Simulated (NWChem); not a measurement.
# GeS in NWChem

```xyz
2

Ge     0.0000     0.0000     0.6727
S      0.0000     0.0000    -1.3454
```
Charge 0, spin multiplicity 1.

Everything below was run with NWChem. Structure: optimised with PBE0/def2-SVP, a minimum by its harmonic frequencies.

Symmetry labels belong to the abelian group C2v used in the runs, with the axes of the coordinates shown; states degenerate in a higher group split over its labels.

The Hamiltonian is non-relativistic. The structure started from a generated list of species.

List the lowest 3 singlet excitations that TD-PBE/def2-SVPD gives, with oscillator strengths.


| state | symmetry | energy (eV) | wavelength (nm) | f |
|---|---|---|---|---|
| 1 | a2 | 3.83 | 324 | 0.000 |
| 2 | a1 | 4.07 | 304 | 0.000 |
| 3 | a2 | 4.07 | 304 | 0.000 |
